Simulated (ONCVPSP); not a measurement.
What one change does to a pseudopotential (Al, ONCV)

ONCVPSP 4.0.1 input, shortened (lines: element, Z, core and valence counts, functional; n l f; lmax; l rc ep ncon nbas qcut; lloc lpopt rc5 dvloc0; l nproj debl; icmod fcfact rcfact), PBE, scalar-relativistic:

```
  Al 13.00    3    2        4      upf
    1    0    2.00
    2    0    2.00
    2    1    6.00
    3    0    2.00
    3    1    0.50
    1
    0    1.85    0.00    4    8    3.40
    1    2.15    0.00    5    8    4.10
    4    5    1.50    0.00
    0    2    0.50
    1    1    3.60
    1    0.25    0.00
```

Change: s: rc 1.66.

Cutoffs: the cutoffs (Ha) at which the residual kinetic energy of the hardest occupied pseudo-wave falls to 1 and 0.1 mHa per electron; they do not see the model core or the augmentation charge, which bear on the density cutoff. Errors are all-electron minus pseudo energies relative to the spin-unpolarised reference configuration.

Q: Predict the effect on cutoff, ghosts and configuration errors.

A: The potential gets softer (5.5 Ha and 18 Ha → 5.5 Ha and 13 Ha); the errors of the 4 common tests hardly move; neither file shows a bound ghost.

| quantity | base | changed |
| --- | --- | --- |
| cutoff, loose | 5.5 Ha | 5.5 Ha |
| cutoff, tight | 18 Ha | 13 Ha |
| loose cutoff by channel | s 5.5 Ha, p 2.2 Ha | s 5.5 Ha, p 2.2 Ha |
| bound ghosts | none | none |
| GHOST(+) flags under 300 eV | s at 57.8 eV | s at 53.0 eV |
| error for 3s2 3p1, meV [ΔE -2.09 eV] | +0.3 | +0.3 |
| error for 3s2 3p0, meV [ΔE 3.68 eV] | +0.2 | +0.2 |
| error for 3s1 3p0, meV [ΔE 22.90 eV] | +21 | +21 |
| error for 3s0 3p3, meV [ΔE 8.37 eV] | +3.8 | +4.1 |
| p: phases at 2.18 bohr within 0.05 rad from the reference energy up to (Ha; the scan ends near 5) | 1.1 | 1.1 |
| rms error of d²Exc/dni dnj with the model core, mHa | 1.12 | 1.13 |
